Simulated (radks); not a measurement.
The numbers below are computed, except where a source is named.
Task: These are the eigenvalues of the occupied orbitals of an atom or ion with whole-number occupations (Ry). Code: a radial shooting solver on a logarithmic mesh with Libxc functionals. Model: Dirac Kohn-Sham, PBE, spin-unpolarised, spherical densities, finite nucleus; Fermi nuclear charge, rms radius of each element as measured or else 0.836 A^(1/3) + 0.57 fm.

1s1/2: -5262.004
2s1/2: -915.4492
2p1/2: -876.3359
2p3/2: -770.5259
3s1/2: -215.3542
3p1/2: -197.8521
3p3/2: -174.8723
3d3/2: -145.4135
3d5/2: -140.4247
4s1/2: -48.46043
4p1/2: -41.14969
4p3/2: -35.78916
4d3/2: -23.77163
4d5/2: -22.78093
5s1/2: -10.62359
5p1/2: -8.36986
4f5/2: -7.64840
5p3/2: -7.51449
4f7/2: -7.46283
5d3/2: -4.42276

Which element is it, and in what charge state? The configuration may be excited. Open shells, if any, fill j = l - 1/2 first.

Result: Z = 75, rhenium, charge +5: Re5+ in [Xe] 4f14 5d2. The list shows which subshells hold electrons but not how many an open one holds; the 1s level, -2631 hartree, gives Z - s = 72.5 by -(Z - s)^2/2, which with screening and relativity narrows Z to a few neighbours, and the depths of the outer levels then fix element, charge and occupations together.
